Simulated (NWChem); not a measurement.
**Correlation energy of CH$_{3}$S**

```xyz
5

C     -1.0333     0.4702     0.0648
S      0.4980    -0.3116    -0.0286
H     -1.9111    -0.1758     0.0377
H     -1.1325     1.5520    -0.0184
H      1.2765     0.7886     0.0496
```
Charge 0, spin multiplicity 2.

The numbers come from NWChem runs, not from measurements. Structure: optimised with UPBE0/def2-SVP, a minimum by its harmonic frequencies. It is one conformer; others weren't searched.

Basis set: def2-TZVP. Each correlation energy counts from its own Hartree-Fock reference.

The correlated methods keep 6 core orbitals frozen. The structure started from a generated list of species. No SCF solution was tested for a lower state. Open-shell Hartree-Fock references start from PBE0 orbitals. Coupled-cluster values serve here as a point of comparison, not as the truth.

Q: For the correlation energy, UMP2 gives -316.8 mHa and SCS-UMP2 gives -317.7 mHa. What do CCSD on ROHF, CCSD[T] on ROHF, CCSD(T) on ROHF give?

A: CCSD on ROHF: -359.4 mHa; CCSD[T] on ROHF: -374.8 mHa; CCSD(T) on ROHF: -374.3 mHa.
